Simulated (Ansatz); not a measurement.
```yaml
crystal:
  periodic: [false, false, false]
  atoms:
    - {symbol: C, position_ang: [2.368219, -1.387552, -0.418788]}
    - {symbol: C, position_ang: [1.352509, -0.402542, 0.009970]}
    - {symbol: C, position_ang: [0.387999, 0.032999, -0.960517]}
    - {symbol: C, position_ang: [-0.614174, 1.030195, -0.721080]}
    - {symbol: C, position_ang: [-1.485066, 1.455771, -1.789975]}
    - {symbol: O, position_ang: [-0.787332, 1.684415, 0.393843]}
    - {symbol: Sn, position_ang: [0.079317, 1.210769, 2.329588]}
    - {symbol: C, position_ang: [-1.303935, -0.495272, 2.484447]}
    - {symbol: O, position_ang: [1.462474, 0.052397, 1.142872]}
    - {symbol: H, position_ang: [2.308634, -2.223463, 0.189066]}
    - {symbol: H, position_ang: [3.356397, -0.986756, -0.347721]}
    - {symbol: H, position_ang: [2.212844, -1.715558, -1.480411]}
    - {symbol: H, position_ang: [0.422947, -0.453640, -1.955428]}
    - {symbol: H, position_ang: [-1.369594, 2.549335, -2.083221]}
    - {symbol: H, position_ang: [-1.292210, 0.823136, -2.807529]}
    - {symbol: H, position_ang: [-2.533115, 1.272985, -1.584438]}
    - {symbol: H, position_ang: [-0.894058, -1.187282, 3.278705]}
    - {symbol: H, position_ang: [-1.338771, -1.050465, 1.599096]}
    - {symbol: H, position_ang: [-2.342246, -0.178278, 2.786998]}
basis:
  gaussian: {orbitals: STO-3G, final_grid: {core_spheres: 5, valence_spheres: 4, degree: 11}, nuclear_model: gaussian}
hamiltonian: {xc: {name: B3LYP-D3}}
scf: {lower_state_search: light}
```

```sh
$ ansatz run in.yaml --threads 4 --pin off --events-out ev --progress --plain --max-ram 46080MiB --backend cpu
```

It prints (some lines left out):

```
Error: YAML parse error: error: line 25 column 19: hamiltonian.xc: no functional is named "B3LYP-D3"; the names, which are not case-sensitive, are SVWN5, SPW92, PBE, PBE0, PBEsol, revPBE, revPBE0, RPBE, rPW86-PBE, HSE06, wPBEh, LC-wPBE, HISS, HF, BLYP, B3LYP, B3LYP5, BHLYP, CAM-B3LYP, r2SCAN, r2SCANh, r2SCAN0, r2SCAN50, m-r2SCAN, B97, wB97, wB97X, wB97X-V, B97M-V, wB97M-V, B2PLYP, B2GP-PLYP, PBE0-DH, PBE-QIDH
23 | basis:
24 |   gaussian: {orbitals: STO-3G, final_grid: {core_spheres: 5, valence_spheres: 4, de…
25 | hamiltonian: {xc: {name: B3LYP-D3}}
26 | scf: {lower_state_search: light}
```

**Question.** Something in this input is off. What?

**Answer.** The method's name isn't one that the program takes here. The program refused the input.

HSE06 is defined as in plane-wave codes.
